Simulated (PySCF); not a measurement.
CH₉NSi₂.

```xyz
13

Si     0.0055     0.5160    -1.5445
N     -0.0648    -0.2858     0.0000
C      0.0158    -1.7484     0.0000
Si     0.0055     0.5160     1.5445
H     -1.0540    -0.0303    -2.4465
H      1.3170     0.3065    -2.2356
H     -0.2015     1.9745    -1.3308
H     -0.4885    -2.1710    -0.8861
H     -0.4885    -2.1710     0.8861
H      1.0589    -2.1157     0.0000
H     -1.0540    -0.0303     2.4465
H     -0.2015     1.9745     1.3308
H      1.3170     0.3065     2.2356
```

The structure is a stationary point at ωB97X-D3(BJ)/def2-SVP.

The numbers are results of PBE/pcSseg-1 (PySCF), not measurements. Non-relativistic, no solvent.

Computed absolute GIAO shielding of each atom: isotropic value and principal components (ppm):
| atom | σ(iso) | σ11 | σ22 | σ33 | span |
|---|---|---|---|---|---|
| Si1 | 378.0 | 321.2 | 339.9 | 473.0 | 151.8 |
| N2 | 260.4 | 245.5 | 248.4 | 287.4 | 42.0 |
| C3 | 142.1 | 116.6 | 126.5 | 183.0 | 66.4 |
| Si4 | 378.0 | 321.2 | 339.9 | 473.0 | 151.8 |
| H5 | 26.5 | 23.0 | 24.7 | 31.6 | 8.6 |
| H6 | 26.4 | 22.9 | 24.3 | 31.9 | 9.0 |
| H7 | 26.3 | 22.9 | 25.4 | 30.7 | 7.8 |
| H8 | 28.6 | 24.3 | 26.6 | 34.7 | 10.4 |
| H9 | 28.6 | 24.3 | 26.6 | 34.7 | 10.4 |
| H10 | 28.4 | 24.1 | 25.9 | 35.0 | 10.9 |
| H11 | 26.5 | 23.0 | 24.7 | 31.6 | 8.6 |
| H12 | 26.3 | 22.9 | 25.4 | 30.7 | 7.8 |
| H13 | 26.4 | 22.9 | 24.3 | 31.9 | 9.0 |
